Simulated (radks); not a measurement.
Results of a calculation; reference values are marked as such.
Ge17+, configuration [Ne] 3s2 3p3. Level of theory: non-relativistic Kohn-Sham, LB94 model potential, spin-polarised, spherical densities, point nucleus; open shells are filled with parallel spins first (a radial shooting solver on a logarithmic mesh with Libxc functionals).

Unscreened Slater integrals over Kohn-Sham orbitals (hartree). They are taken over the spin-up orbitals. Empty in this configuration: 3d.

F0(3p,3p): 1.6933
F2(3p,3p): 0.85817
F0(3p,3s): 1.6689
G1(3p,3s): 1.0930
F0(3p,2p): 2.2504
F2(3p,2p): 0.53977
G0(3p,2p): 0.21400
G2(3p,2p): 0.23201
F0(3p,2s): 2.1858
G1(3p,2s): 0.16842
F0(3p,3d): 1.7653
F2(3p,3d): 0.85727
G1(3p,3d): 0.94345
G3(3p,3d): 0.62250
F0(3s,3s): 1.6493
F0(3s,2p): 2.1662
G1(3s,2p): 0.21009
F0(3s,2s): 2.1208
G0(3s,2s): 0.16629
F0(3s,3d): 1.7383
G2(3s,3d): 0.70689
F0(2p,2p): 4.9918
F2(2p,2p): 2.3708
F0(2p,2s): 4.5559
G1(2p,2s): 2.5969
F0(2p,3d): 2.4150
F2(2p,3d): 0.68329
G1(2p,3d): 0.61226
G3(2p,3d): 0.35223
F0(2s,2s): 4.2791
F0(2s,3d): 2.3867
G2(2s,3d): 0.57957
F0(3d,3d): 1.8859
F2(3d,3d): 0.96493
F4(3d,3d): 0.62171

Derived for the open shells (J is the average intra-shell exchange parameter used in DFT+U). 3p: J = F2/5 = 0.1716 hartree.
